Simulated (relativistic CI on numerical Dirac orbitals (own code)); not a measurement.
**Crystal-field levels of Ta³⁺, 5d2**

Calculated by Dirac-Coulomb-Breit CI, separate exchange-only KLI orbitals for each configuration, a model potential for QED, valence Slater integrals scaled by 0.7, one configuration in a parametric crystal field (own radial code).

Field parameters in Wybourne normalisation: D3d B²₀ = −7Dσ, B⁴₀ = −14Dq − 21Dτ, B⁴₃ = −14√(10/7) Dq. The field is a parameter set, without covalency.

S and J are read from ⟨S²⟩ = S(S + 1) and ⟨J²⟩ = J(J + 1) of each level; they are not fictitious spins.

D3d, 10Dq = 26850, Dσ = -1200, Dτ = 160 cm⁻¹, the lowest 10 levels:

```tsv
E (cm⁻¹)	Degeneracy	Irrep	S	J
0.0	1	A1	0.98	2.68
152	2	E	0.98	2.63
1100	2	E	0.97	2.64
3274	2	E	0.99	3.24
4194	1	A2	1.00	3.40
4501	1	A1	0.98	3.54
8232	2	E	0.10	3.29
10536	1	A1	0.10	3.01
10617	2	E	0.09	3.12
20408	1	A1	0.10	2.91
```

D3d, 10Dq = 26850, Dσ = -980, Dτ = 160 cm⁻¹, the lowest 16 levels:

```csv
E (cm⁻¹),Degeneracy,Irrep,S,J
0.0,1,A1,0.98,2.67
69.0,2,E,0.98,2.61
661,2,E,0.97,2.64
2962,2,E,1.00,3.26
3693,1,A2,1.00,3.39
4098,1,A1,0.98,3.55
8356,2,E,0.09,3.28
10121,2,E,0.09,3.13
10135,1,A1,0.10,3.05
19810,1,A1,0.10,2.89
27376,1,A2,1.00,3.05
27663,2,E,0.99,3.04
28083,1,A1,0.99,2.93
28411,1,A2,0.99,3.28
28751,2,E,0.99,3.32
29351,2,E,0.99,3.46
```

D3d, 10Dq = 26850, Dσ = -760, Dτ = 160 cm⁻¹, the lowest 10 levels:

```csv
E (cm⁻¹),Degeneracy,Irrep,S,J
0.0,2,E,0.98,2.59
34.5,1,A1,0.98,2.67
300,2,E,0.98,2.65
2766,2,E,1.00,3.28
3264,1,A2,1.00,3.38
3793,1,A1,0.98,3.55
8546,2,E,0.09,3.26
9699,2,E,0.09,3.14
9714,1,A1,0.10,3.08
19377,1,A1,0.10,2.87
```

D3d, 10Dq = 26850, Dσ = -550, Dτ = 160 cm⁻¹, the lowest 10 levels:

```json
{"E (cm⁻¹)": "0.0", "Degeneracy": "2", "Irrep": "E", "S": "0.98", "J": "2.58"}
{"E (cm⁻¹)": "151", "Degeneracy": "2", "Irrep": "E", "S": "0.98", "J": "2.66"}
{"E (cm⁻¹)": "182", "Degeneracy": "1", "Irrep": "A1", "S": "0.98", "J": "2.66"}
{"E (cm⁻¹)": "2781", "Degeneracy": "2", "Irrep": "E", "S": "1.00", "J": "3.29"}
{"E (cm⁻¹)": "3011", "Degeneracy": "1", "Irrep": "A2", "S": "1.00", "J": "3.37"}
{"E (cm⁻¹)": "3692", "Degeneracy": "1", "Irrep": "A1", "S": "0.98", "J": "3.56"}
{"E (cm⁻¹)": "8873", "Degeneracy": "2", "Irrep": "E", "S": "0.08", "J": "3.24"}
{"E (cm⁻¹)": "9386", "Degeneracy": "1", "Irrep": "A1", "S": "0.10", "J": "3.11"}
{"E (cm⁻¹)": "9461", "Degeneracy": "2", "Irrep": "E", "S": "0.09", "J": "3.15"}
{"E (cm⁻¹)": "19208", "Degeneracy": "1", "Irrep": "A1", "S": "0.10", "J": "2.86"}
```

D3d, 10Dq = 26850, Dσ = -330, Dτ = 160 cm⁻¹, the lowest 16 levels:

| E (cm⁻¹) | Degeneracy | Irrep | S | J |
| --- | --- | --- | --- | --- |
| 0.0 | 2 | E | 0.98 | 2.61 |
| 246 | 2 | E | 0.98 | 2.65 |
| 435 | 1 | A1 | 0.98 | 2.67 |
| 2898 | 1 | A2 | 1.00 | 3.35 |
| 2996 | 2 | E | 1.00 | 3.29 |
| 3781 | 1 | A1 | 0.98 | 3.55 |
| 9114 | 1 | A1 | 0.10 | 3.14 |
| 9248 | 2 | E | 0.09 | 3.18 |
| 9481 | 2 | E | 0.08 | 3.19 |
| 19267 | 1 | A1 | 0.10 | 2.85 |
| 27238 | 1 | A2 | 1.00 | 3.00 |
| 27742 | 1 | A1 | 0.99 | 3.00 |
| 27795 | 2 | E | 0.99 | 3.01 |
| 28588 | 1 | A2 | 0.99 | 3.39 |
| 28592 | 2 | E | 0.99 | 3.38 |
| 28731 | 2 | E | 0.99 | 3.43 |

The free-ion ground term has S = 1. Every field shown keeps that spin.

Levels of this model without a field, named by their leading LS term (the scale mimics covalency, so terms lie below those of the real free ion): 3F_2 0, 3F_3 3840, 3F_4 7347, 3P_0 9512, 1D_2 10122, 3P_1 11512, 1G_4 15603, 3P_2 15767 cm⁻¹.
